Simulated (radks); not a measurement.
Species: Yb III. Configuration: [Xe] 4f14 (the NIST ground configuration). Calculated with a radial shooting solver on a logarithmic mesh with Libxc functionals: Dirac Kohn-Sham, PBE, spin-unpolarised, spherical densities, finite nucleus; Fermi nuclear charge, rms radius 5.3108 fm. Some entries of the table are withheld. Estimate them.

| orbital | occ. | eigenvalue (eV) | <1/r> (bohr^-1) |
|---|---|---|---|
| 1s1/2 | 2 | -61164.80 | 80.61 |
| 2s1/2 | 2 | -10369.12 | 19.46 |
| 2p1/2 | 2 | -9892.197 | (1) |
| 2p3/2 | 4 | -8845.183 | (2) |
| 3s1/2 | 2 | (3) | (4) |
| 3p1/2 | 2 | -2137.566 | (5) |
| 3p3/2 | 4 | -1915.329 | (6) |
| 3d3/2 | 4 | -1556.236 | 6.234 |
| 3d5/2 | 6 | -1507.679 | 6.063 |
| 4s1/2 | 2 | -473.6491 | 2.985 |
| 4p1/2 | 2 | -388.3229 | 2.874 |
| 4p3/2 | 4 | -338.0391 | 2.629 |
| 4d3/2 | 4 | -197.6428 | 2.406 |
| 4d5/2 | 6 | -188.4909 | 2.346 |
| 5s1/2 | 2 | -69.5754 | 1.105 |
| 5p1/2 | 2 | -46.5284 | 0.9679 |
| 5p3/2 | 4 | -40.3985 | 0.8819 |
| 4f5/2 | 6 | -18.3530 | 1.753 |
| 4f7/2 | 8 | -17.0333 | 1.719 |

Answer. 
(1) 2p1/2 <1/r> (bohr^-1): 19.44
(2) 2p3/2 <1/r> (bohr^-1): 16.69
(3) 3s1/2 eigenvalue (eV): -2348.315
(4) 3s1/2 <1/r> (bohr^-1): 7.134
(5) 3p1/2 <1/r> (bohr^-1): 7.051
(6) 3p3/2 <1/r> (bohr^-1): 6.345
